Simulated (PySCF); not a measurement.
C₃HBrClF, SMILES FC=C=C(Cl)Br. Geometry optimised at ωB97X-D3(BJ)/def2-SVP. The structure was generated by enumeration, and PubChem lists no compound with its InChIKey, so it may never have been made.

All values below come from ωB97X-D3(BJ)/def2-SVP run with PySCF.

Harmonic wavenumbers (cm⁻¹): 86, 127, 227, 274, 396, 458, 512, 677, 888, 892, 1104, 1268, 1477, 2128, 3220. Rotational constants (GHz): 2.223, 1.035, 0.7276; symmetry number 1.

Q: Work out the zero-point energy and the ideal-gas rigid-rotor harmonic-oscillator thermochemistry at 298.15 K and 1 atm.

A: ZPE = ½ Σ hcν = ½ × 13734 cm⁻¹ = 82.15 kJ/mol. H − E(el) = 101.21 kJ/mol. Entropy in J/(mol K): translation 172.90, rotation 124.02, vibration 55.81, total 352.73. G − E(el) = -3.96 kJ/mol. Cp = 91.34 J/(mol K). Modes under 150 cm⁻¹ make the vibrational entropy uncertain.
